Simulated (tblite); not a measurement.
A tight-binding relaxation on `C#[C][GaH][CH2][CH2][GeH2][GeH3]`.

Computed with GFN2-xTB geometry optimisation, gas phase (tblite 0.8.0). Start geometry: from a force field or distance geometry. A driver script takes a list of jobs; this job's settings line and coordinates (Å) are shown.

Command:
```bash
OMP_NUM_THREADS=1 python probes_run.py task.json out
```

Input:
```
{"job": {"kind": "relax", "xc": "GFN2-xTB", "basis": "xTB"}, "charge": 0, "multiplicity": 1}
C      4.098100    -0.454300     0.674900
C      3.161300    -0.556400    -0.078700
Ga     1.631500    -0.758500    -1.276800
C     -0.177300    -1.878300    -0.925600
C     -0.882900    -0.895400    -0.016400
Ge    -1.113500     0.731600    -1.064100
Ge    -2.118800     2.381700     0.343600
H      4.934500    -0.366100     1.352600
H      1.690600    -1.122800    -2.776700
H      0.205800    -2.769400    -0.376600
H     -0.718900    -2.112600    -1.836700
H     -0.220700    -0.640400     0.847600
H     -1.818500    -1.290300     0.415100
H     -2.045900     0.370000    -2.245600
H      0.277500     1.201000    -1.563900
H     -3.095700     1.634200     1.307900
H     -2.856900     3.481200    -0.458100
H     -0.958900     3.051000     1.136100
```

Output:
```
step      E/eV     max force
  0    -518.60248    2.551
  1    -518.80008    1.575
  2    -518.92329    4.892
  3    -519.10633    1.761
  4    -519.20136    1.485
  5    -519.33968    0.927
  6    -519.41590    0.847
  7    -519.49381    0.830
  8    -519.52907    0.577
  9    -519.55251    0.329
... (280 lines left out)
290    -519.69382    0.088
291    -519.69406    0.038
292    -519.69425    0.035
293    -519.69436    0.022
294    -519.69443    0.029
295    -519.69448    0.037
296    -519.69453    0.032
297    -519.69457    0.021
298    -519.69459    0.011
299    -519.69461    0.010
```

«max force» is the largest atomic force in eV/Å.

**Question.** From which step on does the largest force stay under 0.1 eV/Å, and how much energy is left to gain from there?

**Answer.** From step 280 (0.064 eV/Å), 9.5 meV above the end.

Main results: energy lowered by 25.2 kcal/mol over 299 steps; largest atomic force 0.010 eV/Å at the end.

**Question.** Give the final coordinates.

**Answer.** 1.370 Å rms from the input after alignment:
```
atom  x, y, z in Å
C1     2.3482    0.8671    0.9271
C2     2.1331    0.0212    0.0889
Ga3    1.6580   -1.3135   -1.2839
C4    -0.1657   -2.2095   -1.1667
C5    -1.0498   -1.3092   -0.3006
Ge6   -1.1433    0.5415   -1.0295
Ge7   -0.8463    2.3123    0.5379
H8     2.5770    1.5950    1.6584
H9     2.7703   -1.5422   -2.3808
H10   -0.1383   -3.2263   -0.7510
H11   -0.5930   -2.2984   -2.1749
H12   -0.6375   -1.2558    0.7123
H13   -2.0608   -1.7193   -0.2112
H14   -2.4196    0.6965   -1.8389
H15   -0.0632    0.6128   -2.1175
H16   -0.5887    1.8117    1.9262
H17   -2.0667    3.1809    0.6568
H18    0.2776    3.2417    0.2062
```

**Question.** Estimate the wall time. Hardware: one thread, Arm Neoverse V2 (aarch64), no GPU, shared host.

**Answer.** About 2.4 s.
Labels such as C1 count atoms from 1, the log's own numbers from 0.
